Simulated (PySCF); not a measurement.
## Highest orbital energy against ionisation energy along the 4p block

Calculated with PySCF 2.14, no spin-orbit coupling. Each cell gives −ε(HOMO) / ΔSCF in eV; NIST values include spin-orbit coupling, (s) semi-empirical, (t) theoretical.

```csv
species,UHF,LDA,PBE,PBE0,r2SCAN,NIST (lowest levels)
"Ga (aug-cc-pVTZ-PP with ECP10MDF, ECP)",5.822 / 5.533,2.907 / 5.995,2.915 / 5.917,3.742 / 5.949,3.166 / 6.077,5.999
"Ge (aug-cc-pVTZ-PP with ECP10MDF, ECP)",7.887 / 7.404,4.382 / 7.964,4.360 / 7.845,5.365 / 7.888,4.675 / 8.018,7.899
"As (aug-cc-pVTZ-PP with ECP10MDF, ECP)",10.043 / 9.415,5.938 / 9.983,5.899 / 9.844,7.078 / 9.914,6.297 / 10.064,9.789
"Se (aug-cc-pVTZ-PP with ECP10MDF, ECP)",9.451 / 8.544,5.783 / 9.845,5.687 / 9.603,6.842 / 9.598,5.972 / 9.649,9.752
"Br (aug-cc-pVTZ-PP with ECP10MDF, ECP)",11.776 / 10.717,7.534 / 12.032,7.410 / 11.752,8.728 / 11.768,7.743 / 11.835,11.814
"Kr (aug-cc-pVTZ-PP with ECP10MDF, ECP)",14.244 / 13.053,9.371 / 14.295,9.231 / 13.999,10.725 / 14.051,9.648 / 14.133,14.000
```

How far is −ε(HOMO) from ΔSCF on average for each method, and why?

UHF 0.76 eV; LDA -4.03 eV; PBE -3.91 eV; PBE0 -2.78 eV; r2SCAN -3.71 eV. Hartree-Fock orbital energies lack relaxation and so exceed the ΔSCF value; semilocal functionals have convex E(N) from self-interaction, so their HOMO lies far too high; exact exchange moves hybrids part of the way back.
